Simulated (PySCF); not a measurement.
Cd(I)(Me) (CH3CdI), SMILES [CH3][Cd][I].

Coordinates come from a B3LYP-D3(BJ)/def2-SVP optimisation. The def2 effective core potentials stand for the cores of Cd, I; spin–orbit coupling is left out.

Level of theory: B3LYP-D3(BJ)/def2-SVP in PySCF.

Frequencies are harmonic and unscaled.

Modes within 1.5 cm⁻¹ of each other (mostly degenerate sets) share a row, with their intensities summed.

```tsv
mode	ν (cm⁻¹)	IR (km/mol)	moving atoms (share of kinetic energy)
1–2	88	2.8	C 44 %, Cd 29 %, H 21 %
3	195	13.2	I 50 %, Cd 41 %
4	496	16.6	C 69 %, H 17 %, Cd 14 %
5–6	708	65.4	H 85 %, C 14 %
7	1167	20.5	H 83 %, C 17 %
8–9	1431	1.9	H 95 %
10	3047	11.6	H 98 %
11–12	3158	5.2	H 90 %, C 10 %
```
